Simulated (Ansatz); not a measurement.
**Four-centre ligand exchange**

Start structure (HfH₂ClF₃, singlet), relaxed at PBE0-D4/def2-TZVP:

```xyz
7
angstrom
Hf 0.1067 0.4058 -0.6637
Cl 2.0802 0.6746 0.5735
F -0.1595 -1.3924 -1.1938
F -1.4184 1.0974 0.2260
F 0.2919 1.4069 -2.2535
H -0.1130 -1.2585 1.6388
H -0.7880 -0.9340 1.6727
```

The step: HfClF₃ ([F][Hf]([F])([F])[Cl]) + H₂ → HfHF₃ ([F][HfH]([F])[F]) + HCl (still joined by a long Hf–Cl bond); bonds formed: Hf1–H7, Cl2–H6; bonds broken: H6–H7; bonds weakened to dative contacts: Hf1–Cl2. Ansatz 0.2.0; basis: def2-TZVPP and def2-QZVPP; cores frozen in the correlated methods. Core potentials replace the inner electrons of the atoms past krypton. Extrapolation: Hartree–Fock as exp(−7.88 √X), correlation as X^−2.97. Energies below are by CCSD(T) at an estimated basis limit (MP2 extrapolated from triple and quadruple zeta, plus CCSD(T) − MP2 in triple zeta).

What are the electronic barrier and the energy of the step, from the start structure to the end structure? (Judge from chemistry; the value comes from the calculation.)

Computed: Barrier 1.787 eV; step energy 1.737 eV (uphill); reverse barrier, their difference, 0.051 eV. Barrier and step energy count from the start structure, the reverse barrier from the end structure.

The saddle point: One imaginary mode of 155i cm⁻¹.
| pair | start (Å) | saddle (Å) | end (Å) |
| --- | --- | --- | --- |
| Hf1–H7 | 2.84 | 1.88 | 1.86 |
| Cl2–H6 | 3.11 | 1.31 | 1.28 |
| Hf1–Cl2 | 2.34 | 2.96 | 3.03 |
| H6–H7 | 0.75 | 1.75 | 2.45 |

Zero-point energy (harmonic, PBE0-D4): ZPE is 0.532 eV at the start and 0.548 eV at the saddle, so the barrier goes from 1.787 to 1.803 eV.

The T1 diagnostic stays at or below 0.017. The start structure is not quite a true minimum (one mode of 44i cm⁻¹).

Labels in which every atom is bracketed show which atoms are joined, not bond orders.

For scale, one of the runs: CCSD(T)/def2-TZVPP, 219 basis functions, launched by `ansatz run in.yaml --threads 8 --pin off --events-out ev --progress --plain --max-ram 19148MiB`. Hardware: 8 CPU threads of an AMD EPYC 9R45, shared host. Wall time 25 s; peak host memory 4.1 GiB.
